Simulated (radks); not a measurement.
Charge is removed step by step from the 4d5/2 level of Sb, starting from [Kr] 4d(3/2: 4, 5/2: 6) 5s2 5p3. Calculated with a radial shooting solver on a logarithmic mesh with Libxc functionals: Dirac Kohn-Sham, LDA (Slater exchange, Perdew-Wang correlation), spin-unpolarised, spherical densities, finite nucleus; open shells fill j = l - 1/2 first; Fermi nuclear charge, rms radius 4.6802 fm.

| removed (e) | E - E(0) (eV) | eigenvalue (eV) | E minus straight line (eV) |
|---|---|---|---|
| 0 | 0.000 | -32.761 | 0.000 |
| 0.25 | 8.624 | -36.254 | -1.373 |
| 0.5 | 18.140 | -39.898 | -1.854 |
| 0.75 | 28.584 | -43.677 | -1.407 |
| 1 | 39.988 | -47.577 | 0.000 |

Removing the whole electron costs 39.988 eV by Delta-SCF, against 32.761 eV from minus the eigenvalue at the starting occupation. Slater's transition state (half an electron removed) gives 39.898 eV. Integrating minus the eigenvalue over the occupation (Janak's theorem) gives 39.988 eV. The mean slope of the eigenvalue, de/dn, is 14.8 eV per electron.
